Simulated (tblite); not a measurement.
C4H14BNO2Si.
Geometry (GFN2-xTB, Å), atoms numbered from 1 in this order:
```
atom  x, y, z in Å
C1     2.5870    2.0362   -0.5237
O2     1.4298    1.5267    0.1047
B3     1.1999    0.2008    0.2750
O4     2.1585   -0.6425   -0.1896
C5     2.1129   -2.0413   -0.1242
Si6   -0.4731   -0.2304    1.2257
N7    -1.7997   -0.1885    0.1162
C8    -3.1240   -0.5693    0.5376
C9    -1.8355    0.7244   -1.0002
H10    3.4875    1.5937   -0.0937
H11    2.5942    3.1160   -0.3725
H12    2.5685    1.8154   -1.5939
H13    2.9310   -2.3938    0.5099
H14    2.2491   -2.4413   -1.1321
H15    1.1630   -2.3974    0.2816
H16   -0.6838    0.6370    2.4135
H17   -0.6097   -1.5886    1.8056
H18   -3.0500   -1.3042    1.3330
H19   -3.6952    0.2896    0.9101
H20   -3.6735   -1.0056   -0.3019
H21   -2.3336    0.2501   -1.8526
H22   -0.8238    0.9969   -1.2889
H23   -2.3843    1.6429   -0.7565
```

All values are computed: GFN2-xTB (tblite) harmonic vibrations without scaling, gas phase. This tight-binding method is rough: wavenumbers can miss measured ones by several per cent, in bad cases by 10 to 20. Modes of hydrogen on silicon can be 10 to 20 % off. One conformer, not necessarily the lowest. The optimisation stopped once no atom felt more than 0.01 eV/Å.

Lowest wavenumbers of the output (negative numbers stand for imaginary wavenumbers):
```
mode    cm-1
  1     -28.6
  2     -22.6
  3      48.1
  4      59.2
  5      74.5
  6     145.8
  7     155.9
  8     168.5
```

Question: Is this structure a minimum?

Answer: Not by this Hessian. 2 modes are imaginary beyond 20i (29i and 23i cm⁻¹), so at this level the point lies at or near a saddle of order 2. The curvature is small, so loose convergence or finite differences may be the whole cause.

Question: Which atoms move in the imaginary modes?

Answer: 29i: H12 (methyl hydrogen) 31 %, H11 (methyl hydrogen) 29 %, H10 (methyl hydrogen) 26 %; 23i: C5 (methoxy carbon) 19 %, C9 (N-methyl carbon) 17 %. These are shares of the mass-weighted motion.

Question: What is the remedy?

Answer: Step along such a mode in both directions, optimise again with tighter thresholds and repeat the frequencies. The zero-point energy of this point (115.1 kcal/mol) counts the 61 real modes alone, and thermal corrections from it aren't those of a minimum.
